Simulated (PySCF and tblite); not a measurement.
Values are calculated unless marked as measured or tabulated.
# Barrier and rate of a rotation

System: C₄H₅F₄Si (charge +1), numbered as in [CH2:1]=[C:2]([F:3])[C+:4]([CH3:5])[Si:6]([F:7])([F:8])[F:9].

Motion: rotation about the C2–C4 bond (torsion C1–C2–C4–C5 from 180° to 360°, rising). Geometries: GFN2-xTB; energies: PBE0/pcSseg-1 + D3(BJ); zero-point and thermal terms from GFN2-xTB harmonic modes (soft modes blended into free rotors). Rates follow Eyring's equation with the number of equivalent paths and no tunnelling. Shieldings: GIAO at the same DFT level; methyl-like tops are averaged, other torsions stay as in the two minima; line shapes leave out couplings. (PySCF 2.14 with density fitting, tblite 0.8.)

| point | symmetry | E(GFN2) kcal/mol | E(DFT) kcal/mol | ZPE change kcal/mol | lowest mode cm⁻¹ |
| --- | --- | --- | --- | --- | --- |
| start | Cs | 0.0 | 0.0 | 0.00 | 27 |
| saddle | C1 | 20.8 | 30.8 | -1.55 | 389i |
| end | Cs | 2.4 | 2.2 | 0.03 | 30 |

```json
{
 "Electronic barrier": "30.8 kcal/mol",
 "Barrier with zero-point energy": "29.3 kcal/mol",
 "ΔH‡ (298 K)": "29.3 kcal/mol",
 "ΔS‡ (298 K, symmetry apart)": "1.1 cal/(mol K)",
 "Paths": "2 equivalent paths",
 "End point": "a different minimum",
 "Mean lifetime of the start against this motion at 298 K": "4.3 years",
 "Cost": "100 s on 1 thread of INTEL XEON PLATINUM 8581C @ 2.10GHz, on a host shared with other jobs (rough), peak memory 0.85 GiB, launched as `OMP_NUM_THREADS=1 python ens_run.py task.json out`"
}
```

| T/K | ΔG‡ kcal/mol | k s⁻¹ | ΔG kcal/mol | k back s⁻¹ |
| --- | --- | --- | --- | --- |
| 150 | 29.1 | 2.7×10⁻³⁰ | 2.3 | 5.7×10⁻²⁷ |
| 200 | 29.0 | 1.6×10⁻¹⁹ | 2.3 | 5.2×10⁻¹⁷ |
| 250 | 29.0 | 4.8×10⁻¹³ | 2.3 | 5.1×10⁻¹¹ |
| 298 | 29.0 | 7.3×10⁻⁹ | 2.3 | 3.8×10⁻⁷ |
| 350 | 28.9 | 1.2×10⁻⁵ | 2.4 | 0.00036 |
| 400 | 28.9 | 0.0025 | 2.4 | 0.051 |
| 500 | 29.0 | 4.5 | 2.4 | 51 |

ΔG and ΔG‡ leave out symmetry numbers and mirror images; rates count paths: 2 out, 2 back.

Sites that the motion interchanges:

```tsv
nucleus	site	ppm	scale
¹⁹F	F3 (start)	-74.5	δ against CFCl3
¹⁹F	F3 (end)	-70.2	δ against CFCl3
¹³C	C1 (start)	194.3	δ against TMS
¹³C	C1 (end)	181.8	δ against TMS
¹⁹F	F7, F8, F9 (start)	-143.7	δ against CFCl3
¹⁹F	F7, F8, F9 (end)	-146.9	δ against CFCl3
¹³C	C4 (start)	277.1	δ against TMS
¹³C	C4 (end)	281.4	δ against TMS
```

| nucleus | sites | ¹H MHz | spread Hz | coalescence K | k there s⁻¹ |
| --- | --- | --- | --- | --- | --- |
| ¹⁹F | F3 (start) / F3 (end) | 60 | 245 | 546 | 56 |
| ¹⁹F | F3 (start) / F3 (end) | 80 | 327 | 552 | 76 |
| ¹⁹F | F3 (start) / F3 (end) | 270 | 1104 | 580 | 283 |
| ¹³C | C1 (start) / C1 (end) | 60 | 189 | 540 | 42 |
| ¹³C | C1 (start) / C1 (end) | 80 | 252 | 546 | 57 |
| ¹³C | C1 (start) / C1 (end) | 270 | 849 | 574 | 213 |
| ¹⁹F | F7, F8, F9 (start) / F7, F8, F9 (end) | 60 | 183 | 540 | 40 |
| ¹⁹F | F7, F8, F9 (start) / F7, F8, F9 (end) | 80 | 244 | 546 | 55 |
| ¹⁹F | F7, F8, F9 (start) / F7, F8, F9 (end) | 270 | 822 | 573 | 206 |
| ¹³C | C4 (start) / C4 (end) | 60 | 65 | 518 | 13 |
| ¹³C | C4 (start) / C4 (end) | 80 | 87 | 524 | 18 |
| ¹³C | C4 (start) / C4 (end) | 270 | 294 | 550 | 68 |

Coalescence temperatures outside 150 to 500 K extrapolate the thermal terms and ignore freezing or boiling of a solvent. The ion is treated without a counter-ion.

Unscaled ¹⁹F and ²⁹Si shifts at such levels can be off by tens of ppm; differences are more reliable.
